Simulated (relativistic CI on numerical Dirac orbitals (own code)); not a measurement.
Energy levels of Se19+

Computed by Dirac-Coulomb-Breit CI, orbitals from a KLI potential per configuration, model QED, unscaled Slater integrals (own radial code, finite nucleus).

Configurations in the expansion (outside the closed core [Ne]): 3s²3p³, 3s3p⁴, 3s²3p²3d, 3p⁵, 3s3p³3d, 3p⁴3d, 3s3p²3d², 3s²3p3d4p, 3s²3p²4s, 3p⁴4s, 3p⁴4p, 3s3p²3d4s, 3s²3p²4p, 3s²3p3d², 3s²3d³, 3s3p3d³, 3s²3d²4s, 3s²3d²4p, 3p³3d², 3p²3d³, 3p²3d²4s, 3p²3d²4p, 3s²3p3d4s, 3s3p3d²4s, 3s²3d4s², 3s²3d4s4p. Double excitations out of closed p, d and f shells are left out; levels of such configurations are missing from the list, as are those of other unlisted configurations, and high levels can miss mixing partners.

The lowest level is 3s²3p³ ⁴S°3/2, with 78 % of that term; Hund's rules for 3s²3p³ give ⁴S° with J = 3/2, in agreement.

```tsv
No.	Configuration	Term	J	E (eV)	%	Landé g	Lifetime (s)	jj configuration (%)
1	3s²3p³	⁴S°	3/2	0.000	78	1.836		3p3/2 (65)
2	3s²3p³	²D°	3/2	8.364	69	1.054	3.02e-04	3p1/2 3p3/2^2 (69)
3	3s²3p³	²D°	5/2	11.294	97	1.198	1.97e-03	3p1/2 3p3/2^2 (97)
4	3s²3p³	²P°	1/2	16.601	97	0.663	1.33e-04	3p1/2 3p3/2^2 (97)
5	3s²3p³	²P°	3/2	22.058	67	1.240	5.46e-05	3p3/2^3 (90)
6	3s3p⁴	⁴P	5/2	56.664	84	1.575	2.71e-10	3s 3p3/2^2 (77)
7	3s3p⁴	⁴P	3/2	61.539	83	1.687	2.07e-10	3s 3p1/2 3p3/2^3 (63)
8	3s3p⁴	⁴P	1/2	62.929	80	2.612	1.82e-10	3s 3p3/2^2 (41)
9	3s3p⁴	²D	3/2	70.872	62	0.896	1.10e-10	3s 3p1/2 3p3/2^3 (41)
10	3s3p⁴	²D	5/2	72.903	71	1.221	1.41e-10	3s 3p1/2 3p3/2^3 (68)
11	3s²3p²3d	²P	3/2	80.185	47	1.229	7.59e-11	3s 3p1/2 3p3/2^3 (36)
12	3s3p⁴	²S	1/2	81.292	31	1.230	4.26e-11	3s 3p3/2^2 (31)
13	3s²3p²3d	⁴F	3/2	82.705	79	0.538	2.16e-10	3p1/2^2 3d3/2 (47)
14	3s²3p²3d	⁴F	5/2	84.592	71	1.104	4.68e-10	3p1/2^2 3d5/2 (47)
15	3s²3p²3d	²F	5/2	87.567	70	0.953	1.16e-09	3p1/2 3p3/2 3d3/2 (78)
16	3s²3p²3d	⁴D	1/2	87.787	39	0.953	1.12e-10	3p1/2 3p3/2 3d3/2 (48)
17	3s²3p²3d	⁴F	7/2	88.020	85	1.248	6.82e-09	3p1/2 3p3/2 3d5/2 (71)
18	3s²3p²3d	²F	7/2	89.712	51	1.250	6.69e-09	3p1/2 3p3/2 3d5/2 (51)
19	3s²3p²3d	⁴D	3/2	90.162	80	1.130	1.28e-10	3p1/2 3p3/2 3d3/2 (46)
20	3s²3p²3d	⁴D	1/2	90.886	52	0.539	7.72e-11	3p3/2^2 3d5/2 (33)
21	3s²3p²3d	⁴F	9/2	91.096	85	1.302	1.48e-03	3p1/2 3p3/2 3d5/2 (69)
22	3s²3p²3d	⁴D	5/2	92.403	57	1.208	1.73e-10	3p1/2 3p3/2 3d5/2 (59)
23	3s²3p²3d	⁴D	7/2	97.196	43	1.241	1.57e-09	3p3/2^2 3d5/2 (66)
24	3s3p⁴	²P	3/2	100.319	44	1.240	7.34e-12	3p1/2 3p3/2 3d5/2 (32)
25	3s²3p²3d	²G	7/2	100.696	74	0.960	3.32e-10	3p3/2^2 3d5/2 (31)
26	3s²3p²3d	⁴P	5/2	101.765	73	1.538	6.76e-12	3p1/2 3p3/2 3d5/2 (44)
27	3s²3p²3d	²G	9/2	102.899	85	1.140	1.47e-04	3p3/2^2 3d5/2 (68)
28	3s²3p²3d	⁴P	3/2	103.232	61	1.541	7.12e-12	3p1/2 3p3/2 3d3/2 (40)
29	3s²3p²3d	⁴P	1/2	103.903	60	2.237	6.46e-12	3p1/2 3p3/2 3d3/2 (65)
30	3s²3p²3d	²D	3/2	105.700	68	0.990	2.20e-11	3p1/2 3p3/2 3d5/2 (41)
```

Energies count from the lowest computed level; ° marks odd parity; lifetimes are radiative, by E1, M1, E2, M2, E3 decay to levels of this space only. Filled j subshells are mostly left out of the jj labels.

The mean weight of the leading LS term, summed over parents, in these 30 levels is 68 %, and that of the leading jj configuration (from the same eigenvectors) 57 %, so LS coupling describes them better.

At this charge energies of transitions that change n are usually good to better than 1 %, and those within a shell (Δn = 0) to a few per cent.

LS names give the leading component of a level, which can be under half, so a name can repeat, a term be missing and a line seem to break the LS rules.
